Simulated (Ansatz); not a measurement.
A nudged elastic band was laid between two geometries of Cl₃FH₂OW (8 atoms, charge 0, multiplicity 1).

Method: RKS BLYP-D4/def2-SVP in Ansatz.

```yaml
movable_images: 9
climbing_image: yes
spring: 5.0 eV/Å²
optimiser: quadratic models (default)
start_path: through a guess of the saddle point
force_threshold: 0.05 eV/Å
iteration_limit: 60
end_points: relaxed
```

Initial state:

```xyz
8
Properties=species:S:1:pos:R:3
W -0.001 0.046 0.078
F 0.015 0.251 1.947
H 1.687 -0.197 0.313
Cl 0.577 2.316 0.101
Cl -2.341 -0.332 0.230
Cl 0.322 -2.279 0.057
O 0.149 0.194 -1.776
H 0.391 0.793 -2.507
```

Final state:

```xyz
8
Properties=species:S:1:pos:R:3
W -0.274 0.116 -0.473
F 0.597 -0.132 2.149
H 1.233 -0.011 1.441
Cl 0.296 2.300 -0.008
Cl -2.203 -0.064 0.746
Cl 0.430 -2.078 -0.434
O -0.115 0.304 -2.338
H 0.833 0.357 -2.641
```

Q: What changes between the two ends?

A: Bonds broken: W1–F2, W1–H3. Bonds formed: F2–H3. Cl3FH2OW becomes Cl3HOW + FH.

Q: What energy profile does the band end with?

A: The forces met the threshold. The highest image is number 8 of 0 to 10, 37.7 kcal/mol above the first end and 1.5 kcal/mol above the last; the last end lies 36.2 kcal/mol above the first. A vibrational analysis at the climbing image gives one clearly imaginary mode, 521i cm⁻¹: a first-order saddle point. The orbitals stay closed-shell, which can raise the energy where a bond breaks towards radicals; this wasn't checked here.

| image | path coordinate (Å) | energy (kcal/mol) | W1–F2 (Å) | W1–H3 (Å) | F2–H3 (Å) |
| --- | --- | --- | --- | --- | --- |
| 0 | 0.00 | 0.0 | 1.88 | 1.72 | 2.38 |
| 1 | 0.31 | 0.2 | 1.88 | 1.73 | 2.37 |
| 2 | 0.62 | 0.4 | 1.88 | 1.73 | 2.36 |
| 3 | 0.93 | 0.7 | 1.89 | 1.73 | 2.31 |
| 4 | 1.24 | 2.9 | 1.90 | 1.71 | 2.18 |
| 5 | 1.55 | 8.2 | 1.94 | 1.68 | 2.01 |
| 6 | 1.86 | 17.9 | 2.02 | 1.66 | 1.75 |
| 7 | 2.17 | 31.2 | 2.15 | 1.71 | 1.45 |
| 8 | 2.47 | 37.7 | 2.29 | 1.88 | 1.13 |
| 9 | 2.81 | 36.3 | 2.50 | 2.24 | 0.98 |
| 10 | 3.15 | 36.2 | 2.77 | 2.44 | 0.96 |

Q: What is the geometry of the highest image?

A: 
```xyz
8
Properties=species:S:1:pos:R:3:forces:R:3
W -0.114 0.097 -0.248 0.00 0.00 0.00
F 0.346 -0.090 1.986 0.00 0.00 0.00
H 1.121 0.009 1.169 0.00 0.00 0.00
Cl 0.495 2.315 -0.001 0.00 0.00 0.00
Cl -2.192 -0.054 0.702 0.00 0.00 0.00
Cl 0.635 -2.087 -0.397 0.00 0.00 0.00
O -0.173 0.265 -2.136 0.00 0.00 0.00
H 0.678 0.337 -2.633 0.00 0.00 0.00
```

Q: What are the harmonic wavenumbers there?

A: 521i, 71, 91, 148, 154, 162, 202, 213, 354, 360, 383, 448, 517, 684, 758, 819, 1784, 3506 cm⁻¹.

The run took 5.7 min on 4 threads of Arm Neoverse V2, on a shared host, peak memory 0.28 GiB.
